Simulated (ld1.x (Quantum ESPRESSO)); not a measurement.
Values are calculated unless marked as measured or tabulated.
**Potentials for zirconium compared**

Generated with ld1.x 7.5 (TM, RRKJ, ultrasoft, PAW), atompaw 4.2 or ONCVPSP 4.0.1. The cutoff is in Ry: for ld1.x and atompaw files where the sum of valence levels is converged to 10 mRy in a Bessel basis, for ONCV files where the hardest occupied wave has 1 mHa per electron of residual kinetic energy. The error is the largest all-electron minus pseudo excitation energy over each file’s own four to seven test configurations (ionisations up to +4, promotions, holes and added fractions of an electron), all of which were solved. The labels leave out finer settings (local radius, basis sizes, second energies), which also bear on the numbers. Spin-polarised tests are not counted. The rows are a selection from randomly drawn settings: files with unsolved tests, undetermined cutoffs or missed reference levels are left out.

```csv
potential,cutoff (Ry),largest error (meV),bound ghosts
"PAW, BLYP, scalar-relativistic, rc 1.75/2.45/2.65 (spd), local smoothed, core correction yes, reference 4s2 4p6 4d2 5s2 5p0",18,+22,none
"TM, LDA (PZ), scalar-relativistic, rc 2.25/3.95/2.20 (spd), local s, core correction yes, reference 4d2 5s2 5p0",30,-347,none
"RRKJ, PBE, scalar-relativistic, rc 1.75/1.75/2.10 (spd), local d, core correction no, reference 4s2 4p6 4d1 5s0 5p0",45,+71,none
"ultrasoft, Wu–Cohen, scalar-relativistic, rc 3.55/2.80/3.20 (spd), local smoothed, core correction no, reference 4p6 4d2 5s1.75 5p0.25",10,-22,none
```

**Question.** Fill in the row for Zr: TM, PBEsol, scalar-relativistic, rc 3.10/3.60/2.40/3.10 (spdf), local s, core correction no, reference 4d2 5s2 5p0.

**Answer.** cutoff 25 Ry, largest error +132 meV, bound ghosts: none.
